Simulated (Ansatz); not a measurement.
A calculation with Ansatz (development build ahead of 0.2.0).

```yaml
crystal:
  periodic: [false, false, false]
  atoms:
    - { symbol: C, position_ang: [1.62486, 0.0, 0.0] }
    - { symbol: C, position_ang: [1.01308, 1.27037, 0.0] }
    - { symbol: C, position_ang: [-0.36157, 1.58412, 0.0] }
    - { symbol: C, position_ang: [-1.46395, 0.705, 0.0] }
    - { symbol: C, position_ang: [-1.46395, -0.705, 0.0] }
    - { symbol: C, position_ang: [-0.36157, -1.58412, 0.0] }
    - { symbol: C, position_ang: [1.01308, -1.27037, 0.0] }
    - { symbol: C, position_ang: [3.03486, 0.0, 0.0] }
    - { symbol: H, position_ang: [3.58486, 0.93, 0.0] }
    - { symbol: H, position_ang: [3.58486, -0.93, 0.0] }
    - { symbol: H, position_ang: [1.68957, 2.11865, 0.0] }
    - { symbol: H, position_ang: [-0.603, 2.64192, 0.0] }
    - { symbol: H, position_ang: [-2.4415, 1.17576, 0.0] }
    - { symbol: H, position_ang: [-2.4415, -1.17576, 0.0] }
    - { symbol: H, position_ang: [-0.603, -2.64192, 0.0] }
    - { symbol: H, position_ang: [1.68957, -2.11865, 0.0] }
basis:
  gaussian: { orbitals: def2-SVP }
magnetization:
  spin_polarized: true
hamiltonian:
  xc: { name: wB97X }
```

The input is written out in the form of the current development build from the run's settings.

The run gave:

```
Converged                       : yes
Total energy                    : -309.26743 hartree
Spin squared of the determinant : 0.171
Stability test                  : minimum
```

Caution: the unrestricted determinant is spin contaminated.
